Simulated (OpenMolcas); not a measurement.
# What dynamic correlation does to the levels of Ni V

| Quantity | Value |
| --- | --- |
| Program | OpenMolcas |
| Basis | ANO-RCC-VQZP [7s6p4d3f2g1h] |
| Scalar Hamiltonian | DKH2, point nucleus |
| Active space | 6 electrons in 5 orbitals (3d) |
| State averaging | 2S+1 = 5 even, 5 roots; 2S+1 = 3 even, 45 roots; 2S+1 = 1 even, 50 roots |
| Spin-orbit coupling | state interaction with AMFI integrals over the reference wave functions, term energies averaged over their components |

Methods on the same reference wave functions:
A. CASSCF
B. SS-CASPT2, IPEA 0.25 Eh, imaginary shift 0.1 Eh (closed shells correlated: 3s 3p)
C. MS-CASPT2, IPEA 0.25 Eh, imaginary shift 0.1 Eh (closed shells correlated: 3s 3p)

Energies in eV above 3d6 5D4, the measured ground level; measured values from Corliss and Sugar, J. Phys. Chem. Ref. Data 10, 197 (1981).

```json
{"Level": "3d6 5D4", "A": "0.0000", "B": "0.0000", "C": "0.0000", "Measured": "0.0000"}
{"Level": "3d6 5D3", "A": "0.1049", "B": "0.1056", "C": "0.1056", "Measured": "0.1103"}
{"Level": "3d6 5D2", "A": "0.1777", "B": "0.1774", "C": "0.1775", "Measured": "0.1847"}
{"Level": "3d6 5D1", "A": "0.2244", "B": "0.2233", "C": "0.2234", "Measured": "0.2320"}
{"Level": "3d6 5D0", "A": "0.2472", "B": "0.2457", "C": "0.2458", "Measured": "0.2551"}
{"Level": "3d6 3H6", "A": "3.6684", "B": "3.389", "C": "3.389", "Measured": "3.3614"}
{"Level": "3d6 3H5", "A": "3.7204", "B": "3.437", "C": "3.437", "Measured": "3.4193"}
{"Level": "3d6 3H4", "A": "3.7570", "B": "3.465", "C": "3.465", "Measured": "3.4541"}
{"Level": "3d6 3P2(1)", "A": "3.9952", "B": "3.228", "C": "3.228", "Measured": "3.2426"}
{"Level": "3d6 3F4(1)", "A": "4.1908", "B": "3.622", "C": "3.622", "Measured": "3.6109"}
{"Level": "3d6 3F3(1)", "A": "4.2513", "B": "3.673", "C": "3.673", "Measured": "3.6663"}
{"Level": "3d6 3F2(1)", "A": "4.2971", "B": "3.712", "C": "3.712", "Measured": "3.7070"}
{"Level": "3d6 3P1(1)", "A": "4.3022", "B": "3.536", "C": "3.535", "Measured": "3.5580"}
{"Level": "3d6 3P0(1)", "A": "4.4228", "B": "3.656", "C": "3.655", "Measured": "3.6749"}
{"Level": "3d6 3G5", "A": "4.6282", "B": "4.152", "C": "4.152", "Measured": "4.1233"}
{"Level": "3d6 3G4", "A": "4.7301", "B": "4.246", "C": "4.246", "Measured": "4.2231"}
{"Level": "3d6 3G3", "A": "4.7698", "B": "4.284", "C": "4.284", "Measured": "4.2671"}
{"Level": "3d6 1I6", "A": "5.5375", "B": "5.162", "C": "5.162", "Measured": "5.1146"}
{"Level": "3d6 1G4(1)", "A": "5.8593", "B": "5.315", "C": "5.315", "Measured": "5.2331"}
{"Level": "3d6 3D1", "A": "5.9744", "B": "5.189", "C": "5.189", "Measured": "5.1703"}
{"Level": "3d6 3D2", "A": "5.9774", "B": "5.187", "C": "5.187", "Measured": "5.1611"}
{"Level": "3d6 3D3", "A": "6.0076", "B": "5.221", "C": "5.221", "Measured": "5.1974"}
{"Level": "3d6 1S0(1)", "A": "6.7977", "B": "5.951", "C": "5.947", "Measured": "5.9140"}
{"Level": "3d6 1D2(1)", "A": "7.2537", "B": "6.128", "C": "6.128", "Measured": "6.0265"}
```

Deviations, from unrounded energies. A percentage is the sum of absolute deviations over the sum of measured energies, with the sign that they share, or ± where signs differ.

```tsv
Against measurement	Levels	A	B	C
mean absolute deviation (cm-1)	23	4200	200	200
fine structure of the ground term (%)	4	-3.6	-3.9	-3.8
other terms of the ground configuration (%)	19	+14.6	±0.7	±0.7
```

B, C lie about equally close to measurement and A furthest from it. The largest miss of C in the table is 3d6 1D2(1), by +820 cm-1. The ranking rests on the paired levels alone, and a cruder setting can come out closer through cancelling errors.

Between B and C the level of the table that moves most is 3d6 1S0(1), by 33 cm-1 (lowest in C, highest in B). Moves below CASPT2's spread within the term are not significant.

The two smallest mean deviations differ by little beside CASPT2's spread within terms, so their order carries little weight.

From A to B the spin-free energies of the other terms of 3d6 shown, above 5D, scale by factors of 0.81 to 0.93, as is usual when dynamic correlation screens the repulsion within a d or f shell.

The lowest spin-free term lies below A's lowest term by 0.541 hartree in B, 0.541 hartree in C.

CASPT2 breaks the degeneracy within a term, and the mean is taken; among the terms shown or strongly mixed into the levels shown the widest spread is 980 cm-1 (3d6 1I, C). Without dynamic correlation excited terms often stand tens of per cent too high (terms of higher spin than the ground term too low), and those without a measured partner can miss by more than the paired ones (holds for A). The CASPT2 spread within a term exceeds the gap to the next term for 3d6 1I and 3d6 3D, so the order of their levels is uncertain (holds for C). Measured partners are found by configuration, term and J. A level has none where our copy of the source lacks it or the pairing is in doubt (some pairs that miss far off the trend of their configuration count as doubtful), and it then counts in no deviation. Only configurations of the active space appear. The table leaves out levels that lie high or whose names do not pair safely across all columns.

A number in round brackets counts repeated terms of one configuration in the order of the reference energies.
